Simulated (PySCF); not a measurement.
# Working out the ionisation energy of Zr⁺

Zr⁺ [Kr] 4d2 5s1 (4F) → Zr²⁺ [Kr] 4d2 (3F). Calculation: PySCF 2.14, in def2-TZVPPD with the def2 core potential (28 electrons) (6s4p3d2f1g, 56 functions); scalar relativity through the core potential. Frozen: nothing. Energies in hartree (1 hartree = 27.21139 eV):

```json
{"part": "UHF", "Zr⁺ (lower)": "-46.253642", "Zr²⁺ (upper)": "-45.801613"}
{"part": "MP2 opposite-spin", "Zr⁺ (lower)": "-0.146097", "Zr²⁺ (upper)": "-0.134927"}
{"part": "MP2 same-spin", "Zr⁺ (lower)": "-0.068408", "Zr²⁺ (upper)": "-0.053124"}
```

**Question.** What does Hartree-Fock give?

**Answer.** (-45.801613) − (-46.253642) = 0.452029 hartree = 12.300 eV.

**Question.** What do MP2 and SCS-MP2 (6/5 opposite-spin, 1/3 same-spin) give?

**Answer.** The opposite-spin parts differ by 0.304 eV and the same-spin parts by 0.416 eV. MP2: 12.300 + (0.304) + (0.416) = 13.020 eV. SCS-MP2: 12.300 + 1.2 × (0.304) + (0.416)/3 = 12.803 eV.

Reference: 13.13 eV (measured; NIST Atomic Spectra Database, ionization energies), between the lowest levels; spin-orbit coupling is absent from the calculation.

What remains against the reference includes basis incompleteness and correlation beyond second order.
